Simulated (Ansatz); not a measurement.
`C[SiH2][SiH]([AlH2])Cl`. Total charge 0; spin multiplicity 1.

Cartesian coordinates in Å:
```
C -1.227 0.840 1.503
Si 0.444 0.003 1.335
Si 0.545 -1.197 -0.678
Al 0.375 0.238 -2.661
Cl 2.318 -2.292 -0.704
H -1.276 1.416 2.430
H -2.031 0.101 1.521
H -1.412 1.522 0.670
H 0.694 -0.920 2.477
H 1.532 1.022 1.326
H -0.571 -2.192 -0.662
H 1.501 0.263 -3.776
H -0.891 1.195 -2.781
```

(1) Give the diagnostics of a CCSD(T)/def2-TZVPP run (frozen core, the Gaussian-basis code of Ansatz). (Estimate.)

Results:

(1) Computed: T1 = 0.0114, largest single amplitude 0.014, largest double 0.024, (T) share of the correlation energy 3.7 %, 9 CCSD cycles. The RHF solution is stable towards an unrestricted one. T1 lies under the customary mark of 0.02 for closed shells.
